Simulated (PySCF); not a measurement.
## Nonlinear optical response: `O=Cc1ccccc1[O-]`, [C7H5O2]-, charge -1

Cartesian coordinates in Å; atom numbers follow the order of the lines, from 1:
```xyz
14

O     2.883   -1.669   -0.381
C     2.312   -0.588   -0.267
C     0.891   -0.372   -0.113
C     0.024   -1.479   -0.083
C    -1.344   -1.340    0.061
C    -1.868   -0.029    0.180
C    -1.056    1.081    0.156
C     0.391    0.998    0.007
O     1.116    2.012   -0.013
H     2.896    0.366   -0.277
H     0.492   -2.465   -0.180
H    -2.006   -2.210    0.083
H    -2.951    0.104    0.295
H    -1.472    2.090    0.248
```

Total charge -1.

Computed with quadratic response CAM-B3LYP/aug-cc-pVDZ first hyperpolarisability, Taylor convention, gas phase in PySCF 2.14.0. Geometry: PBE0-D3(BJ)/def2-SVP.

For a gas-phase anion, states above the detachment energy (about 2.4 eV, taken as minus the energy of the highest occupied orbital) lie in the continuum and depend on the basis.

(1) What is the first hyperpolarisability, and how does it disperse?

(2) Which lowest excitations and polarisabilities go with it?

Answers

(1) In au, Taylor convention; the vector part is βᵢ = ⅓ Σⱼ (βᵢⱼⱼ + βⱼᵢⱼ + βⱼⱼᵢ):
| process | λ (nm) | β vector norm | β HRS | depolarisation ratio |
| --- | --- | --- | --- | --- |
| static β(0;0,0) | ∞ | 419.3 | 237.4 | 2.63 |
| second harmonic β(−2ω;ω,ω) | 1907 | 463.6 | 262.8 | 2.66 |
| Pockels β(−ω;ω,0) | 1907 | 432.7 | – | – |
| second harmonic β(−2ω;ω,ω) | 1064 | 648.5 | 361.5 | 2.85 |
| Pockels β(−ω;ω,0) | 1064 | 467.2 | – | – |

(2) S1 3.41 eV (f = 0.165); S2 3.43 eV (f = 0.002); S3 3.61 eV (f = 0.000); isotropic α 107.4 au static, 108.3 au at 1907 nm, 110.4 au at 1064 nm, 111.1 au at 953.5 nm, 123.5 au at 532 nm.
